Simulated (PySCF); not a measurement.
Geometries of 2 isomers of C4H5BrO, from PBE0-D3(BJ)/def2-SVP geometry optimisation, gas phase in PySCF. One conformer each, no zero-point energy, no frequencies.

**Question.** Which is lower in electronic energy at this level?
A.
```xyz
11
angstrom
C     -1.709    0.074    0.582
O     -0.696   -0.924    0.628
C      0.476   -0.559    0.183
C      1.729   -0.837   -0.081
C      1.220    0.486   -0.492
Br     0.802    0.870   -2.412
H     -2.659   -0.438    0.773
H     -1.735    0.555   -0.407
H     -1.540    0.833    1.361
H      2.586   -1.502   -0.108
H      1.528    1.449   -0.062
```
B.
```xyz
11
angstrom
C     -1.800   -1.184   -0.886
C     -0.601   -0.978   -0.347
O     -0.207    0.249    0.075
C      1.009    0.392    0.625
C      1.477    1.557    1.079
Br     0.504    3.151    1.018
H     -2.512   -0.366   -1.007
H     -2.077   -2.186   -1.212
H      0.138   -1.778   -0.211
H      1.630   -0.510    0.690
H      2.473    1.627    1.516
```

**Answer.** B. That is `C=CO/C=C\Br`, 20.8 kcal/mol below the other.

| SMILES | atoms numbered as above | E (Eh) | relative (kcal/mol) | relative (kJ/mol) | dipole (D) |
| --- | --- | --- | --- | --- | --- |
| C=CO/C=C\Br | [CH2:1]=[CH:2][O:3]/[CH:4]=[CH:5]\[Br:6] | -2803.71066 | 0.0 | 0.0 | 2.60 |
| COC1=C[C@H]1Br | [CH3:1][O:2][C:3]1=[CH:4][C@H:5]1[Br:6] | -2803.67756 | 20.8 | 86.9 | 2.77 |

As drawn, the higher has a three-membered ring, which the lower lacks.
